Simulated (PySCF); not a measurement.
## How the method changes the constants of KSn

State: ⁴Σ⁻ (quartet), unpaired electrons σ ↑, π ↑↑. Set-up: PySCF, scalar-relativistic core potentials, basis sets K def2-SVPD, Sn def2-SVPD with ECP28. De refers to K + Sn in their high-spin ground configurations, without counterpoise correction. The functionals are run spin-unrestricted. A positive dipole means K(−)Sn(+). Levels whose curve was spin-contaminated or gave no clean fit are not listed.

```json
{"Level": "UHF", "Re (Å)": "3.380", "ωe (cm⁻¹)": "133", "De (eV)": "0.99", "μ (D)": "-11.22"}
{"Level": "UHF-MP2", "Re (Å)": "3.337", "ωe (cm⁻¹)": "136", "De (eV)": "1.33", "μ (D)": "n/a"}
{"Level": "UHF-SCS-MP2", "Re (Å)": "3.344", "ωe (cm⁻¹)": "136", "De (eV)": "1.20", "μ (D)": "n/a"}
{"Level": "PBE", "Re (Å)": "3.298", "ωe (cm⁻¹)": "130", "De (eV)": "1.31", "μ (D)": "-8.44"}
{"Level": "TPSS", "Re (Å)": "3.303", "ωe (cm⁻¹)": "132", "De (eV)": "1.41", "μ (D)": "-9.13"}
{"Level": "r²SCAN", "Re (Å)": "3.293", "ωe (cm⁻¹)": "136", "De (eV)": "1.50", "μ (D)": "-9.73"}
{"Level": "B3LYP", "Re (Å)": "3.308", "ωe (cm⁻¹)": "130", "De (eV)": "1.13", "μ (D)": "-8.74"}
{"Level": "PBE0", "Re (Å)": "3.281", "ωe (cm⁻¹)": "136", "De (eV)": "1.33", "μ (D)": "-9.38"}
{"Level": "BHandHLYP", "Re (Å)": "3.291", "ωe (cm⁻¹)": "137", "De (eV)": "1.12", "μ (D)": "-9.67"}
```

(1) What does a quarter of exact exchange do here, going from PBE to PBE0?

(2) What does the step from GGA to meta-GGA do here, going from PBE to r²SCAN?

(3) What does second-order correlation do here, going from UHF to UHF-MP2?

Correlated steps freeze 9 core orbitals. Correlated levels converge slowly with the basis: in double zeta they bind strong bonds too weakly, by up to about 1 eV, and carry superposition errors of some tenths. These are scalar-relativistic numbers at best; spin–orbit coupling would shift them, the dissociation energy most. The state is the lowest determinant that a PBE0 search found; another state may lie lower at other levels.

The whole job (state search and all levels along the bond) took about 3.4 min on 1 thread of Oxide Virtual Turin-like (shared host), peak memory 0.76 GiB.

Results:

(1) PBE0 less PBE: -1.7 pm in Re, +4.6 % in ωe, +0.02 eV in De. Exact exchange removes part of the self-interaction that spreads semilocal densities, and in most molecules shortens and stiffens the bond and lowers De; here De goes the other way.

(2) r²SCAN less PBE: -0.5 pm in Re, +4.6 % in ωe, +0.19 eV in De. 

(3) UHF-MP2 less UHF: -4.3 pm in Re, +2.3 % in ωe, +0.34 eV in De. Correlation nearly always deepens the well. The bond shortens, as in weak, metallic or heavy-atom bonds, where dispersion and the correlation of outer-core electrons pull the atoms together.
